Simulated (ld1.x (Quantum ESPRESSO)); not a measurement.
chromium (Cr): one change to a PAW potential, before and after

ld1.x (Quantum ESPRESSO) 7.5 input, shortened:

```
&input
   title='Cr', zed=24., rel=1, dft='PZ', iswitch=3,
   config='[Ar] 3d5 4s0 4p1'
 /
 &inputp
   pseudotype=3, lpaw=.true., tm=.true., lloc=-1, rcloc=1.30,
   nlcc=.true., rcore=1.20,
   which_augfun='BESSEL', rmatch_augfun=1.15
 /
6
4S  1  0   0.00   0.00  2.10  2.35  0.0
4S  1  0   0.00   0.10  2.10  2.35  0.0
4P  2  1   1.00   0.00  3.20  4.00  0.0
4P  2  1   0.00   1.65  3.20  4.00  0.0
3D  3  2   5.00   0.00  1.00  1.40  0.0
3D  3  2   0.00   3.05  1.00  1.40  0.0
 &test
   configts(1)='3d5 4s0 4p1'
 /
```

Change: local potential all-electron potential smoothed inside 2.65 bohr (lloc = -1).

Cutoffs: the cutoffs (Ry, on a coarse ladder) from which the occupation-weighted sum of valence levels, in a spherical-Bessel basis at the reference potential, stays within 10 and 1 mRy of its value at 400 Ry; they do not see the model core or the augmentation charge, which bear on the density cutoff. Errors are all-electron minus pseudo energies relative to the spin-unpolarised reference configuration.

**Question.** What does the change do?

**Answer.** The potential gets neither clearly harder nor softer (50 Ry and 90 Ry → 50 Ry and 90 Ry); the bound ghost in s disappears; the number of tests with a reliable result goes from 9 to 0 (the test run of the changed file stopped, so its transferability is not established); the range in which the s phases agree narrows (upper end 3.7 → 2.3); the range in which the p phases agree widens (upper end 2.0 → 3.2). A state that the projectors do not describe sees the local part alone, so a deeper or shallower local part can create or remove a ghost.

```csv
quantity,base,changed
"cutoff, loose",50 Ry,50 Ry
"cutoff, tight",90 Ry,90 Ry
bound ghosts,s,none
tests with a reliable result,9 of 9,0 of 9 (the test run stopped)
s: phases at 4.33 bohr within 0.05 rad from the reference energy up to (Ry; the scan ends near 5),3.7,2.3
p: phases at 4.33 bohr within 0.05 rad from the reference energy up to (Ry; the scan ends near 5),2.0,3.2
d: phases at 4.33 bohr within 0.05 rad from the reference energy up to (Ry; the scan ends near 5),to the end of the scan,to the end of the scan
lowest overlap eigenvalue by channel,"s 0.41, p 0.68, d 0.54","s 0.48, p 0.81, d 0.62"
```

 A true bound ghost makes a file unfit for plane-wave use even where its test errors are small: the radial tests pick states by their node count and pass the ghost by.
